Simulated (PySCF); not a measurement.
## MC cations for M along the halogens

PBE with triple-zeta basis sets in PySCF, for the lowest determinant that a PBE0 search found; no spin–orbit coupling. De refers to high-spin ground-configuration atoms (the charge goes to the atom of lower measured ionisation energy or higher electron affinity, which is not always the lowest computed limit). A positive dipole points towards C; it is taken about the centre of mass and depends on that origin.

| M | basis | charged atom | state (unpaired electrons) | Re (Å) | ωe (cm⁻¹) | De (eV) | μ (D) |
| --- | --- | --- | --- | --- | --- | --- | --- |
| F | def2-TZVPPD | C+ | singlet (closed shell) | 1.170 | 1702 | 8.50 | 0.96 |
| Cl | def2-TZVPPD | C+ | singlet (closed shell) | 1.555 | 1136 | 7.37 | -0.21 |
| Br | cc-pVTZ/cc-pVTZ-PP | C+ | singlet (closed shell) | 1.718 | 931 | 6.95 | 0.35 |

The shortest bond is that of CF⁺ (1.170 Å), the longest that of CBr⁺ (1.718 Å).

The rows differ in basis set, which adds steps of its own.

Down a group the atoms grow and get heavier, so bonds lengthen and wavenumbers fall; this series shows no clear exception.

For an ion De counts to the pair picked by the measured ionisation energies or electron affinities, which need not be the lowest pair at this level.
